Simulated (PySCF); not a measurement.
**Dipole polarisabilities along the 3d series, charge +1**

Calculated with PySCF 2.14 for the ground configurations, without spin-orbit coupling: coupled response for Hartree-Fock and DFT. Mean α in bohr³, C₆ of like pairs in atomic units.

```
                                                                                                      species  α UHF  α PBE  α PBE0  C₆ UHF  C₆ PBE  C₆ PBE0
     Sc⁺ [Ar] 3d1 4s1 (aug-cc-pVTZ with one added diffuse shell each of s, p, d, f, g type, non-relativistic)  78.29  60.16   64.48   581.5   409.3    447.7
     Ti⁺ [Ar] 3d2 4s1 (aug-cc-pVTZ with one added diffuse shell each of s, p, d, f, g type, non-relativistic)  64.62  47.50   51.19   443.0   300.5    328.8
          V⁺ [Ar] 3d4 (aug-cc-pVTZ with one added diffuse shell each of s, p, d, f, g type, non-relativistic)  11.35  18.18   16.02   41.58   69.05    60.56
         Cr⁺ [Ar] 3d5 (aug-cc-pVTZ with one added diffuse shell each of s, p, d, f, g type, non-relativistic)  9.039  14.45   12.27   32.64   54.44    45.54
     Mn⁺ [Ar] 3d5 4s1 (aug-cc-pVTZ with one added diffuse shell each of s, p, d, f, g type, non-relativistic)  40.58  28.53   30.86   225.0   149.3    162.4
     Fe⁺ [Ar] 3d6 4s1 (aug-cc-pVTZ with one added diffuse shell each of s, p, d, f, g type, non-relativistic)  36.44  25.66   27.68   191.4   128.7    139.2
         Ni⁺ [Ar] 3d9 (aug-cc-pVTZ with one added diffuse shell each of s, p, d, f, g type, non-relativistic)  5.904  9.295   7.972   19.38   32.45    27.30
    Cu⁺ [Ar] 3d10 (aug-cc-pVTZ-PP with one added diffuse shell each of s, p, d, f, g type with ECP10MDF, ECP)  5.307  8.090   7.053   16.90   27.25    23.35
Zn⁺ [Ar] 3d10 4s1 (aug-cc-pVTZ-PP with one added diffuse shell each of s, p, d, f, g type with ECP10MDF, ECP)  24.19  17.18   18.42   105.8   72.77    77.87
```

(1) Fill in the row of Co⁺ [Ar] 3d8 (aug-cc-pVTZ with one added diffuse shell each of s, p, d, f, g type, non-relativistic).

The values depend on the diffuse functions of the basis.

## Answers

(1) α UHF 6.652; α PBE 10.43; α PBE0 8.999; C₆ UHF 22.43; C₆ PBE 37.29; C₆ PBE0 31.57.
